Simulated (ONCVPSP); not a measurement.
Fe: excitation energies, all-electron against ONCV

| Item | Value |
| --- | --- |
| Element | iron |
| Generator | ONCVPSP 4.0.1 |
| Type | optimised norm-conserving Vanderbilt (ONCV) |
| Functional | PBE |
| Relativity | scalar-relativistic |
| Frozen core | [Ar] |
| Valence charge | 8 |
| Reference configuration | 3d6 4s2 |
| Partial waves | 4s: rc 2.60 bohr, ncon 4, nbas 8, qcut 2.5 1/bohr, 2 projectors, debl 2.2 Ha; p scattering state at 0.33 Ha: rc 2.35 bohr, ncon 3, nbas 6, qcut 3.5 1/bohr, 3 projectors, debl 3 Ha; 3d: rc 1.10 bohr, ncon 4, nbas 9, qcut 16.5 1/bohr, 3 projectors, debl 1.1 Ha |
| Local potential | polynomial inside 1.10 bohr (lpopt 5, dvloc0 6 Ha) |
| Core correction | Teter function, fcfact 3.5, rcfact 1.25 |

In the p channel the program set the typed energies aside and used 0.050, 3.050, 6.050 Ha.

Energies are relative to the spin-unpolarised reference configuration 3d6 4s2; without spin polarisation the order of configurations can differ from experiment.

```
valence configuration  charge  ΔE all-electron (eV)  error AE − PS (meV)
              3d6 4s0      +2                24.932                  +11
              3d5 4s0      +3                59.156                 -106
              3d7 4s0      +1                 6.636                 -118
```

Question: What are ΔE and the potential's error for 3d6 4s1?

Answer: ΔE = 8.729 eV all-electron; the error (AE − PS) is -1.2 meV.

Levels in the configuration 3d5 4s0:

```tsv
level	all-electron (eV)	pseudo (eV)
3d	-43.215	-43.614
```

Note: no bound ghost flagged; GHOST(+) flagged for s at 56.3 eV, p at 231.4 eV.
